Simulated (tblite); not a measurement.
C6H11AlO.
SMILES with atom numbers: `[CH3:1][O:2][AlH:3][CH:4]1[CH2:5][CH:6]=[CH:7][CH2:8]1` (hydrogens: H9, H10, H11 on C1; H12 on Al3; H13 on C4; H14, H15 on C5; H16 on C6; H17 on C7; H18, H19 on C8)

Computed with GFN2-xTB (tblite), gas phase: L-BFGS steps from a force-field or distance-geometry start until the largest atomic force falls under 0.01 eV/Å.

Step 21: E = -642.5734 eV
```
atom  x, y, z in Å  |  force x, y, z in eV/Å
C1     -3.4832    0.1870   -0.6654   -0.028   0.020   0.038
O2     -2.3167    0.2674    0.1049   -0.005   0.006  -0.068
Al3    -0.9564    0.2484    1.0333    0.037   0.000  -0.107
C4      0.6459   -0.8506    0.4274   -0.261  -0.014   0.124
C5      1.8049   -0.2261    1.2223   -0.113  -0.138   0.000
C6      2.3217    0.8000    0.2627   -0.072   0.019  -0.009
C7      1.8857    0.5876   -0.9700   -0.049  -0.051  -0.028
C8      1.0131   -0.6264   -1.0536   -0.086  -0.112   0.111
H9     -4.3375    0.4829   -0.0530   -0.073  -0.109  -0.035
H10    -3.4373    0.8529   -1.5314    0.142   0.042   0.048
H11    -3.6092   -0.8377   -1.0281   -0.092   0.076   0.086
H12    -0.9202    0.9929    2.3946    0.039  -0.078  -0.193
H13     0.5078   -1.9228    0.6432    0.246   0.123  -0.052
H14     2.5880   -0.9488    1.4730    0.039   0.011   0.027
H15     1.4417    0.2187    2.1624    0.107   0.029  -0.018
H16     2.9859    1.5890    0.5710    0.042   0.007   0.022
H17     2.1433    1.1621   -1.8432    0.016   0.032  -0.026
H18     1.5799   -1.4736   -1.4624    0.028   0.051   0.014
H19     0.1327   -0.4935   -1.6949    0.084   0.086   0.067
```

Step 22: E = -642.5827 eV
```
atom  x, y, z in Å  |  force x, y, z in eV/Å
C1     -3.4892    0.1864   -0.6665   -0.030   0.022   0.048
O2     -2.3279    0.2436    0.1115    0.087   0.045   0.006
Al3    -0.9630    0.2402    1.0379    0.034  -0.043  -0.199
C4      0.6448   -0.8510    0.4334   -0.196  -0.025   0.045
C5      1.8066   -0.2258    1.2261   -0.128  -0.102  -0.053
C6      2.3191    0.8022    0.2629   -0.036  -0.024   0.022
C7      1.8811    0.5885   -0.9698    0.010  -0.031   0.016
C8      1.0092   -0.6283   -1.0508   -0.017  -0.009   0.091
H9     -4.3461    0.4843   -0.0618   -0.100  -0.065   0.014
H10    -3.4268    0.8575   -1.5250    0.136   0.083   0.003
H11    -3.6279   -0.8299   -1.0381   -0.085  -0.034   0.043
H12    -0.8980    1.0071    2.3786    0.005  -0.049  -0.131
H13     0.5249   -1.9245    0.6412    0.184   0.070  -0.012
H14     2.5895   -0.9527    1.4746   -0.002   0.076   0.009
H15     1.4468    0.2218    2.1675    0.113   0.003  -0.053
H16     2.9888    1.5884    0.5730   -0.007  -0.022  -0.013
H17     2.1445    1.1652   -1.8423   -0.027  -0.016   0.015
H18     1.5798   -1.4731   -1.4622   -0.001   0.067   0.044
H19     0.1339   -0.4904   -1.6979    0.059   0.054   0.105
```

Step 23: E = -642.5896 eV
```
atom  x, y, z in Å  |  force x, y, z in eV/Å
C1     -3.4948    0.1861   -0.6667   -0.012   0.014   0.027
O2     -2.3362    0.2234    0.1176    0.058   0.065   0.006
Al3    -0.9673    0.2315    1.0382    0.032  -0.031  -0.181
C4      0.6410   -0.8519    0.4383   -0.060  -0.031  -0.030
C5      1.8058   -0.2274    1.2281   -0.090  -0.018  -0.065
C6      2.3168    0.8032    0.2637   -0.007  -0.049   0.045
C7      1.8780    0.5890   -0.9690    0.043  -0.010   0.044
C8      1.0063   -0.6296   -1.0469    0.032   0.073   0.048
H9     -4.3559    0.4847   -0.0689   -0.080  -0.026   0.040
H10    -3.4151    0.8634   -1.5195    0.111   0.069   0.017
H11    -3.6463   -0.8246   -1.0468   -0.057  -0.059   0.024
H12    -0.8787    1.0199    2.3642   -0.022  -0.046  -0.119
H13     0.5420   -1.9253    0.6395    0.109  -0.020   0.025
H14     2.5909   -0.9539    1.4762   -0.041   0.099  -0.013
H15     1.4527    0.2243    2.1703    0.093  -0.014  -0.061
H16     2.9909    1.5875    0.5743   -0.048  -0.053  -0.030
H17     2.1446    1.1676   -1.8411   -0.058  -0.056   0.047
H18     1.5798   -1.4714   -1.4612   -0.020   0.062   0.067
H19     0.1356   -0.4872   -1.6978    0.016   0.030   0.107
```

Step 24: E = -642.5948 eV
```
atom  x, y, z in Å  |  force x, y, z in eV/Å
C1     -3.4964    0.1873   -0.6651   -0.037   0.013  -0.005
O2     -2.3383    0.2214    0.1170    0.052   0.055   0.039
Al3    -0.9677    0.2288    1.0319    0.023  -0.039  -0.161
C4      0.6358   -0.8518    0.4413    0.070  -0.043  -0.069
C5      1.8022   -0.2287    1.2291   -0.021   0.048  -0.054
C6      2.3132    0.8030    0.2652    0.021  -0.047   0.042
C7      1.8751    0.5890   -0.9676    0.058  -0.001   0.054
C8      1.0034   -0.6293   -1.0433    0.060   0.100   0.005
H9     -4.3610    0.4825   -0.0698   -0.050   0.010   0.042
H10    -3.4072    0.8652   -1.5157    0.058   0.075   0.001
H11    -3.6523   -0.8217   -1.0462   -0.041  -0.086   0.001
H12    -0.8735    1.0177    2.3495   -0.028  -0.002  -0.057
H13     0.5560   -1.9244    0.6389    0.036  -0.103   0.048
H14     2.5899   -0.9538    1.4765   -0.064   0.097  -0.034
H15     1.4600    0.2265    2.1728    0.044  -0.023  -0.053
H16     2.9909    1.5849    0.5749   -0.060  -0.055  -0.027
H17     2.1439    1.1662   -1.8406   -0.068  -0.064   0.060
H18     1.5783   -1.4695   -1.4582   -0.020   0.047   0.071
H19     0.1376   -0.4839   -1.6980   -0.033   0.018   0.098
```

Problem. Estimate the geometry and energy of step 25. (The exact step hangs on the optimiser's Hessian estimate; all steps are aligned on step 24, rigid shifts and turns removed.)

Solution. E = -642.5985 eV, largest force 0.169 eV/Å
```
atom  x, y, z in Å  |  force x, y, z in eV/Å
C1     -3.5009    0.1874   -0.6648   -0.009  -0.001  -0.036
O2     -2.3418    0.2132    0.1201   -0.072   0.036  -0.021
Al3    -0.9678    0.2212    1.0256    0.028   0.022  -0.044
C4      0.6342   -0.8537    0.4422    0.145  -0.064  -0.059
C5      1.7996   -0.2292    1.2291    0.031   0.080  -0.025
C6      2.3119    0.8016    0.2673    0.030  -0.018   0.021
C7      1.8746    0.5896   -0.9653    0.042  -0.003   0.036
C8      1.0030   -0.6272   -1.0406    0.043   0.067  -0.015
H9     -4.3693    0.4827   -0.0720    0.019   0.023   0.020
H10    -3.3974    0.8709   -1.5122    0.003   0.014   0.051
H11    -3.6643   -0.8214   -1.0508   -0.002  -0.006   0.020
H12    -0.8634    1.0241    2.3384   -0.040  -0.024  -0.091
H13     0.5692   -1.9262    0.6393   -0.005  -0.137   0.044
H14     2.5889   -0.9516    1.4761   -0.052   0.061  -0.033
H15     1.4659    0.2281    2.1734   -0.006  -0.019  -0.029
H16     2.9902    1.5823    0.5745   -0.035  -0.028   0.001
H17     2.1419    1.1654   -1.8385   -0.055  -0.045   0.044
H18     1.5773   -1.4668   -1.4547   -0.004   0.023   0.047
H19     0.1382   -0.4809   -1.6945   -0.063   0.018   0.070
```

The energy changes by -0.0037 eV. The first-order estimate −F·Δx gives -0.0059 eV and the mean of the old and new forces, exact on a quadratic surface, -0.0037 eV. The step makes an angle of 66° with the force vector and moves no atom by more than 0.016 Å.

The cost below is that of the whole relaxation. The run took 2.0 s on one thread, Arm Neoverse N1 (aarch64), no GPU, shared host with 64 logical CPUs at a one-minute load of 59.
